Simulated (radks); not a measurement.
All-electron atom: Xe45+ in [He] 2s2 2p5.

All-electron calculation, scalar-relativistic Kohn-Sham, PBE, spin-polarised, spherical densities, point nucleus; open shells are filled with parallel spins first (spin-orbit coupling, left out, can overturn this in heavy ions). Program: a radial shooting solver on a logarithmic mesh with Libxc functionals.

Energy parts (eV):
total: -143648.944
kinetic: 153204.471
electron-nucleus: -307135.063
Hartree: 12588.027
exchange-correlation: -2306.380

Orbitals (lengths in bohr, moments of r in powers of bohr; r(max) is where P^2 peaks):
[
 {"orbital": "1s up", "occ.": "1", "eigenvalue (eV)": "-37721.95", "<1/r>": "58.17", "r(max)": "0.01715", "<r>": "0.02662", "<r^2>": "0.0009608"},
 {"orbital": "1s down", "occ.": "1", "eigenvalue (eV)": "-37711.69", "<1/r>": "58.18", "r(max)": "0.01714", "<r>": "0.02661", "<r^2>": "0.0009602"},
 {"orbital": "2s up", "occ.": "1", "eigenvalue (eV)": "-8403.786", "<1/r>": "13.71", "r(max)": "0.09557", "<r>": "0.1117", "<r^2>": "0.01465"},
 {"orbital": "2s down", "occ.": "1", "eigenvalue (eV)": "-8387.618", "<1/r>": "13.70", "r(max)": "0.09562", "<r>": "0.1117", "<r^2>": "0.01467"},
 {"orbital": "2p up", "occ.": "3", "eigenvalue (eV)": "-7908.996", "<1/r>": "13.06", "r(max)": "0.07634", "<r>": "0.09715", "<r^2>": "0.01145"},
 {"orbital": "2p down", "occ.": "2", "eigenvalue (eV)": "-7889.530", "<1/r>": "13.05", "r(max)": "0.07640", "<r>": "0.09726", "<r^2>": "0.01147"}
]

The highest occupied level is 2p down at -7889.5 eV. The density falls to 0.001 e/bohr^3 at r = 0.42 bohr. Spin moment in Bohr magnetons: 1. For comparison, the ionisation energy in NIST's Atomic Spectra Database is 7889 eV (theoretical). In exact Kohn-Sham theory the highest level is minus the ionisation energy, but local and semilocal functionals leave it too shallow, through self-interaction and a potential that decays too fast; potentials with the right tail come closer.

Run on one thread of a shared host, so times are rough (Intel(R) Xeon(R) Platinum 8259CL CPU @ 2.50GHz): 0.12 s of CPU time, 0.12 s wall, 13 iterations on 2476 mesh points.
